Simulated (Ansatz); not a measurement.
Name a neutral molecule of C, Cl, N, Si and H with size of the dipole moment (B3LYP/def2-TZVPP) between 2.80 and 3.10 D and LUMO energy (PBE/def2-TZVPP) between -1.30 and -1.00 eV (Ansatz, PBE0-D4/def2-TZVP geometry).

`N/C(Cl)=N/[SiH3]` (2.86 D, -1.04 eV); `N[SiH]([SiH3])CCl` (3.00 D, -1.06 eV). Other molecules can fit too; these were computed, each in one conformer that needn't be the lowest.

B3LYP here is the variant with VWN-RPA as its local correlation; programs differ in this.
